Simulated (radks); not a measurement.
The nuclear charge of the caesium ion Cs+ is varied continuously with 54 electrons held in [Xe]. Calculated with a radial shooting solver on a logarithmic mesh with Libxc functionals: scalar-relativistic Kohn-Sham, r2SCAN, spin-unpolarised, spherical densities, finite nucleus; meta-GGA in the generalised Kohn-Sham scheme; Fermi nuclear charge, rms radius 4.8041 fm. By the Hellmann-Feynman theorem dE/dZ = E(electron-nucleus)/Z, the electronic potential at the nucleus (averaged over a nucleus of fixed radius). The scalar-relativistic energy here is not variational (the density holds large components alone), so the two differ by a part that grows with Z.

Z,E (hartree),E(electron-nucleus)/Z (hartree),HOMO,e(HOMO) (eV),<r> HOMO (bohr)
54.5,-7616.6820,-338.117,5p,-13.601,2.174
55,-7787.5141,-342.428,5p,-19.097,2.066
55.5,-7960.5262,-346.743,5p,-25.034,1.974
56,-8135.7219,-351.065,5p,-31.386,1.892

The central difference of E at Z = 55 is -343.844 hartree, to compare with the third column; the second derivative is -8.72 hartree.
